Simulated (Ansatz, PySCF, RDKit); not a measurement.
Noncovalent pair: C2H4 (SMILES C=C) (first 6 atoms) with CH3Cl (SMILES CCl); geometry from B3LYP-D3(BJ)/def2-TZVP, rigid monomers moved along the line of their centres of mass till C1···H11 is 4.00 Å.
(charge 0, multiplicity 1):
```xyz
11

C      0.54159    -0.47514     0.21440
C     -0.39644     0.46075     0.22516
H      0.53830    -1.28306     0.93615
H      1.34178    -0.47278    -0.51614
H     -0.40371     1.26948    -0.49599
H     -1.19577     0.44793     0.95628
C      0.34650     0.20574     5.07703
Cl    -0.91287    -1.06202     4.89326
H     -0.08539     1.03469     5.62960
H      1.18189    -0.22309     5.62225
H      0.65219     0.51989     4.08396
```

Monomers are frozen at their geometry in the pair; levels with a basis set take the counterpoise correction. Rows marked so take none. RDKit's UFF carries no charges.

Rows in 6-31G* carry no dispersion term and start afresh at each structure (6-31G* with six Cartesian d functions). MP2/6-31G* freezes PySCF's default core.

Programs: Ansatz (Gaussian basis) for Hartree–Fock, density functionals and correlated methods; PySCF for 6-31G* rows; RDKit for the force fields. Each number belongs to the level named beside it.

Problem. Give the interaction energy at the level UFF.

Solution. -24 meV

Ansatz is a program for electronic structure.
